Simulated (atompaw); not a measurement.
## Building the PAW (atompaw) potential for carbon (PBE, scalar-relativistic).

- Element: C
- Generator: atompaw 4.2.0.5
- Type: PAW
- Functional: PBE
- Relativity: scalar-relativistic
- Frozen core: [He]
- Valence charge: 4
- Reference configuration: 2s2 2p2
- Partial waves: 2s (bound): rc 1.40 bohr; 2s channel at -0.1 Ry: rc 1.40 bohr; 2p (bound): rc 1.50 bohr; 2p channel at 2.95 Ry: rc 1.50 bohr
- Local potential: ultrasoft scheme with l = 2 at 1 Ry, radius 1.00 bohr
- Core correction: smooth core density matched at 1.30 bohr
- Augmentation charge: sinc compensation charge, radius 1.45 bohr; PAW radius 1.50 bohr; waves and projectors: custom polynom vanderbiltortho

Calculated quality:

```json
{
  "Cutoffs needed": "25 Ry and 30 Ry (the cutoffs (Ry, on a coarse ladder) from which the occupation-weighted sum of valence levels, in a spherical-Bessel basis at the reference potential, stays within 10 and 1 mRy of its value at 400 Ry)",
  "Ghost test": "no extra level below or beside the all-electron valence levels (s, p, d, f tested) (spherical-Bessel basis up to 400 Ry, 20 bohr box)",
  "Lowest eigenvalue of the overlap operator": "0.20 (s channel)",
  "Overlap eigenvalues printed by atompaw (projector basis)": "0.245, 0.335, 151, 2.46e+03",
  "Share of each valence orbital outside the PAW sphere": "2s 47 %, 2p 54 %"
}
```

Generation and tests took about 2.2 s on one core of a shared server CPU.
